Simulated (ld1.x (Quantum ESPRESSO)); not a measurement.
rhodium: excitation energies, all-electron against RRKJ

ld1.x (Quantum ESPRESSO) 7.5 input, shortened:

```
&input
   title='Rh', zed=45., rel=2, dft='PBE', iswitch=3,
   config='[Kr] 4d8 5s1 5p0', rel_dist='average'
 /
 &inputp
   pseudotype=2, tm=.false., rho0=0.005, lloc=-2, rcloc=1.45,
   nlcc=.true.
 /
3
5S  1  0   1.00   0.00  2.40  2.40  0.0
4P  2  1   6.00   0.00  1.30  1.30  0.0
4D  3  2   8.00   0.00  1.85  1.85  0.0
 &test
   configts(1)='4p6 4d8 5s1 5p0'
 /
```

Open shells are filled in proportion to 2j + 1 (rel_dist='average').

Energies are relative to the spin-unpolarised reference configuration 4p6 4d8 5s1 5p0; without spin polarisation the order of configurations can differ from experiment.

| valence configuration | charge | ΔE all-electron (eV) | error AE − PS (meV) |
| --- | --- | --- | --- |
| 4p6 4d7 5s0 5p0 | +2 | 26.973 | +5.4 |
| 4p6 4d8 5s0.5 5p0 | +0.5 | 2.920 | -1.7 |
| 4p5 4d8 5s1 5p0 | +1 | 56.720 | -114 |
| 4p6 4d8.5 5s0.5 5p0 | 0 | -0.631 | -5.9 |
| 4p6 4d8 5s0 5p1 | 0 | 3.600 | +1.9 |

Q: What are ΔE and the potential's error for 4p6 4d8 5s0 5p0?

A: ΔE = 7.462 eV all-electron; the error (AE − PS) is -8.1 meV.

Q: What are ΔE and the potential's error for 4p6 4d6 5s0 5p0?

A: ΔE = 59.475 eV all-electron; the error (AE − PS) is +15 meV.

Note: ghost state, extra bound levels that the all-electron valence spectrum of the same l lacks: s at -30.7 eV. A true bound ghost makes a file unfit for plane-wave use.
